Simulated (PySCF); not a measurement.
# Correlation energy of Si⁻ (silicon, charge -1)

[Ne] 3s2 3p3, high-spin 4S determinant. Computed with PySCF 2.14 in dyall-acv3z (19s12p6d4f, 113 functions), with no relativity, point nucleus. Frozen: [Ne]; 5 electrons correlated; the 23 highest virtual orbitals of each spin left out.

| level | correlation energy (mhartree) |
| --- | --- |
| CCSD | -93.19 |
| (T) | -4.94 |
| CCSD(T) | -98.13 |

Diagnostics: T1 = 0.0077, D1 = 0.0163, largest double amplitude 0.047.

Cost of the coupled-cluster step: of the order of 11 core-seconds, for 5 correlated electrons.
